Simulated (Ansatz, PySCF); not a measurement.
Process, species as SMILES: BrCF → F atom + [CH2]Br (CH2Br) (the C-F bond breaks)

Wanted: bond dissociation energy (electronic), in kcal/mol. Set-up: no spin-orbit coupling; no dispersion term unless named; non-relativistic; UHF or UKS for open shells. Ab initio and DFT rows: single points at B3LYP-D3(BJ) geometries (Ansatz, a quantum-chemistry and plane-wave program).

```json
[
 {"species": "FCBr", "coefficient": "-1", "E at BP86/def2-SVP (PySCF), Eh": "-2713.14663", "E at wB97M-V/def2-TZVPD (Ansatz), Eh": "-2713.16853"},
 {"species": "F atom", "coefficient": "+1", "E at BP86/def2-SVP (PySCF), Eh": "-99.63266", "E at wB97M-V/def2-TZVPD (Ansatz), Eh": "-99.74647"},
 {"species": "[CH2]Br (CH2Br)", "coefficient": "+1", "E at BP86/def2-SVP (PySCF), Eh": "-2613.32679", "E at wB97M-V/def2-TZVPD (Ansatz), Eh": "-2613.24136"}
]
```

 1 Eh = 627.5095 kcal/mol.

Q: Work the quantity out at each level.

A: 
- BP86/def2-SVP: the sum of coefficient times E is 0.18718 Eh, or 117.46 kcal/mol. Result: 117.5 kcal/mol.
- wB97M-V/def2-TZVPD: the sum of coefficient times E is 0.18070 Eh, or 113.39 kcal/mol. Result: 113.4 kcal/mol.
